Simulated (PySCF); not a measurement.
C₅H₈OS₂.
Atom-mapped SMILES: `[CH3:1][S@@:2](=[O:3])[C:4]1=[CH:5][CH2:6][CH2:7][S:8]1` (hydrogens: H9, H10, H11 on C1; H12 on C5; H13, H14 on C6; H15, H16 on C7)

Method: PySCF 2.14.0, PBE/def2-SV(P) geometry optimisation, gas phase; density fitting, grid level 1; the optimiser is geomeTRIC in internal coordinates, started from a GFN2-xTB structure.

The end geometry, which sets the zero of energy:
```
atom  x, y, z in Å
C1      2.7933    0.3514    0.7660
S2      1.8648   -0.0368   -0.7887
O3      2.0814   -1.5136   -1.0572
C4      0.2029    0.1128   -0.0525
C5     -0.6540   -0.9314   -0.0607
C6     -1.9930   -0.6125    0.5633
C7     -2.1555    0.9197    0.5056
S8     -0.4445    1.6445    0.5692
H9      2.5252    1.3630    1.1403
H10     3.8697    0.3020    0.4990
H11     2.5362   -0.4389    1.5015
H12    -0.3503   -1.9247   -0.4288
H13    -2.8411   -1.1154    0.0466
H14    -2.0060   -0.9732    1.6223
H15    -2.7478    1.3382    1.3450
H16    -2.6136    1.2423   -0.4551
```

Problem. These geometries come from the run, each turned onto the end geometry. Order them by energy, lowest first.
A.
```
atom  x, y, z in Å
C1      2.7858    0.3640    0.7626
S2      1.8812   -0.0634   -0.7945
O3      2.0942   -1.5494   -1.0184
C4      0.2087    0.1090   -0.0838
C5     -0.6422   -0.9386   -0.0557
C6     -1.9952   -0.6150    0.5306
C7     -2.1462    0.9251    0.5336
S8     -0.4379    1.6595    0.4806
H9      2.5271    1.3948    1.0880
H10     3.8667    0.2848    0.5229
H11     2.4985   -0.3871    1.5277
H12    -0.3293   -1.9452   -0.3778
H13    -2.8260   -1.0843   -0.0438
H14    -2.0648   -1.0269    1.5679
H15    -2.6580    1.3125    1.4382
H16    -2.6951    1.2876   -0.3624
```
B.
```
atom  x, y, z in Å
C1      2.7092    0.3641    0.7758
S2      1.9001   -0.0658   -0.8303
O3      2.1170   -1.4964   -1.0314
C4      0.2233    0.0564   -0.1505
C5     -0.6393   -0.9466   -0.0649
C6     -1.9699   -0.6104    0.5358
C7     -2.0899    0.9159    0.5574
S8     -0.3991    1.6134    0.3853
H9      2.4287    1.3790    1.0331
H10     3.7818    0.2903    0.6292
H11     2.3874   -0.3366    1.5379
H12    -0.3914   -1.9499   -0.3640
H13    -2.7850   -1.0521   -0.0396
H14    -2.0191   -1.0209    1.5497
H15    -2.5178    1.2990    1.4807
H16    -2.6684    1.2879   -0.2884
```
C.
```
atom  x, y, z in Å
C1      2.7636    0.3709    0.7652
S2      1.8886   -0.0838   -0.7987
O3      2.1166   -1.5710   -1.0176
C4      0.2109    0.1017   -0.1046
C5     -0.6444   -0.9414   -0.0746
C6     -1.9851   -0.6117    0.5287
C7     -2.1299    0.9263    0.5438
S8     -0.4251    1.6559    0.4570
H9      2.4911    1.4038    1.0713
H10     3.8520    0.2962    0.5569
H11     2.4594   -0.3703    1.5344
H12    -0.3435   -1.9506   -0.4006
H13    -2.8266   -1.0747   -0.0366
H14    -2.0410   -1.0310    1.5645
H15    -2.6195    1.3105    1.4627
H16    -2.6994    1.2964   -0.3361
```

Solution. A (0.006 eV), C (0.011 eV), B (0.256 eV).

In the order of the answer:

```json
{"step": "2", "E above end (eV)": "0.006", "largest force (eV/Å)": "0.10", "rms force component (eV/Å)": "0.023", "rms distance from end (Å)": "0.072", "rms bond change (Å)": "0.002", "bond most changed (Å)": "C6–C7 +0.005"}
{"step": "1", "E above end (eV)": "0.011", "largest force (eV/Å)": "0.25", "rms force component (eV/Å)": "0.061", "rms distance from end (Å)": "0.089", "rms bond change (Å)": "0.002", "bond most changed (Å)": "C4–S8 -0.005"}
{"step": "0", "E above end (eV)": "0.256", "largest force (eV/Å)": "3.22", "rms force component (eV/Å)": "0.735", "rms distance from end (Å)": "0.134", "rms bond change (Å)": "0.025", "bond most changed (Å)": "S2=O3 -0.056"}
```

The cost below is that of the whole optimisation. On one thread of an Arm Neoverse V1, shared host, this took 1.8 min wall and 0.63 GiB of memory at its peak.
